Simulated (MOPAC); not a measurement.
A run for MOPAC: AM1 on AlH3S (SMILES [AlH2][SH]), a point of a torsion scan.

```
AM1 1SCF PRECISE CHARGE=0 THREADS=1
AlH3S

Al    -0.59955804 1    -0.04183098 1     0.07041246 1
S      1.49658628 1    -0.53480518 1     0.42244764 1
H     -1.57913364 1    -1.20254583 1    -0.18235026 1
H     -1.18095111 1     1.38011993 1     0.05418838 1
H      1.18338407 1    -1.82510751 1     0.28331782 1
```

Program output:

```
*******************************************************************************
 **                                                                           **
 **                              MOPAC v23.2.5                                **
 **                                                                           **
 *******************************************************************************
 ** MOPAC's Digital Object Identifier: https://doi.org/10.5281/zenodo.6511958 **
 **                                                                           **
 ** Please cite the open-source release paper for use of this MOPAC version:  **
 ** J. E. Moussa and J. J. P. Stewart (2026)                                  **
 ** MOPAC: An open-source semiempirical molecular orbital program             **
 ** J. Open Source Softw., 11(119), 8025, https://doi.org/10.21105/joss.08025 **
 *******************************************************************************

                              AM1 CALCULATION RESULTS

 *******************************************************************************
 *  AM1        - The AM1 Hamiltonian to be used
 *
 *
 *
 *                 CHARGE ON SYSTEM = 0
 *
 *
 *
 *  PRECISE    - TIGHTER CRITERIA TO BE USED
 *  1SCF       - DO 1 SCF AND THEN STOP
 *  THREADS=1  - MULTI-THREADING NOT USED
 *  T=         - A TIME OF 172800.0 SECONDS REQUESTED
 *  DUMP=N     - RESTART FILE WRITTEN EVERY 7200.0 SECONDS REQUESTED
 *******************************************************************************
AM1 1SCF PRECISE CHARGE=0 THREADS=1
 AlH3S

   ATOM   CHEMICAL          X               Y               Z
  NUMBER   SYMBOL      (ANGSTROMS)     (ANGSTROMS)     (ANGSTROMS)

     1      Al         -0.59955804  *  -0.04183098  *   0.07041246  *
     2       S          1.49658628  *  -0.53480518  *   0.42244764  *
     3       H         -1.57913364  *  -1.20254583  *  -0.18235026  *
     4       H         -1.18095111  *   1.38011993  *   0.05418838  *
     5       H          1.18338407  *  -1.82510751  *   0.28331782  *



          CARTESIAN COORDINATES

    NO.       ATOM           X           Y           Z

     1        Al         -0.5996     -0.0418      0.0704
     2         S          1.4966     -0.5348      0.4224
     3         H         -1.5791     -1.2025     -0.1824
     4         H         -1.1810      1.3801      0.0542
     5         H          1.1834     -1.8251      0.2833

  H: (AM1): M.J.S. DEWAR ET AL, J. AM. CHEM. SOC. 107 3902-3909 (1985)
 Al: (AM1): M. J. S. Dewar, A. J. Holder, Organometallics, 9, 508-511 (1990).
  S: (AM1): M.J.S. DEWAR, Y-C YUAN, INORGANIC CHEMISTRY, 29, 3881:3890,  (1990)

           Empirical Formula: H3 Al S  =     5 atoms



      MOLECULAR POINT GROUP   :   Cs


      RHF CALCULATION, NO. OF DOUBLY OCCUPIED LEVELS = 6


 -------------------------------------------------------------------------------
 AM1 1SCF PRECISE CHARGE=0 THREADS=1
 AlH3S



     1SCF WAS SPECIFIED, SO BFGS WAS NOT USED
     SCF FIELD WAS ACHIEVED


                              AM1 CALCULATION
                                                       MOPAC v23.2.5 Linux




          FINAL HEAT OF FORMATION =          6.52702 KCAL/MOL =      27.30904 KJ/MOL


          COSMO AREA              =         99.84 SQUARE ANGSTROMS
          COSMO VOLUME            =         87.27 CUBIC ANGSTROMS

          IONIZATION POTENTIAL    =         10.243288 EV
          HOMO LUMO ENERGIES (EV) =        -10.243 -1.403
          NO. OF FILLED LEVELS    =          6
          MOLECULAR WEIGHT        =         62.0652         POINT GROUP:  Cs

          MOLECULAR DIMENSIONS (Angstroms)

            Atom       Atom       Distance
            H     5    H     4     3.98949
            H     3    S     2     2.92002
           Al     1    H     4     0.00007


          SCF CALCULATIONS        =          1





   ATOM   CHEMICAL          X               Y               Z
  NUMBER   SYMBOL      (ANGSTROMS)     (ANGSTROMS)     (ANGSTROMS)

     1      Al         -0.59955804  *  -0.04183098  *   0.07041246  *
     2       S          1.49658628  *  -0.53480518  *   0.42244764  *
     3       H         -1.57913364  *  -1.20254583  *  -0.18235026  *
     4       H         -1.18095111  *   1.38011993  *   0.05418838  *
     5       H          1.18338407  *  -1.82510751  *   0.28331782  *

                             CARTESIAN COORDINATES

   1   Al       -0.599558040    -0.041830980     0.070412460
   2    S        1.496586280    -0.534805180     0.422447640
   3    H       -1.579133640    -1.202545830    -0.182350260
   4    H       -1.180951110     1.380119930     0.054188380
   5    H        1.183384070    -1.825107510     0.283317820


           Empirical Formula: H3 Al S  =     5 atoms



      MOLECULAR POINT GROUP   :   Cs


                  EIGENVALUES
 -19.30150 -15.16671 -13.71041 -11.70576 -11.07108 -10.24329  -1.40322  -0.84004
   1.00876   1.70898   2.27520


              NET ATOMIC CHARGES AND DIPOLE CONTRIBUTIONS

  ATOM NO.   TYPE          CHARGE      No. of ELECS.   s-Pop       p-Pop
    1         Al           0.074020        2.9260     1.11484     1.81114
    2          S          -0.083320        6.0833     1.91118     4.17214
    3          H          -0.039797        1.0398     1.03980
    4          H          -0.013310        1.0133     1.01331
    5          H           0.062406        0.9376     0.93759
 DIPOLE           X         Y         Z       TOTAL
 POINT-CHG.    -0.080    -0.206    -0.028     0.223
 HYBRID        -0.342    -0.905    -0.120     0.974
 SUM           -0.422    -1.111    -0.148     1.197


          ATOMIC ORBITAL ELECTRON POPULATIONS

     Atom    s        px        py        pz
    1 Al   1.11484   0.70953   0.87576   0.22585
    2  S   1.91118   1.26716   1.13265   1.77232
    3  H   1.03980
    4  H   1.01331
    5  H   0.93759

 **********************
 *                    *
 * JOB ENDED NORMALLY *
 *                    *
 **********************




 == MOPAC DONE ==
```

The run finished.

Cost: very roughly 0.03 core-seconds.
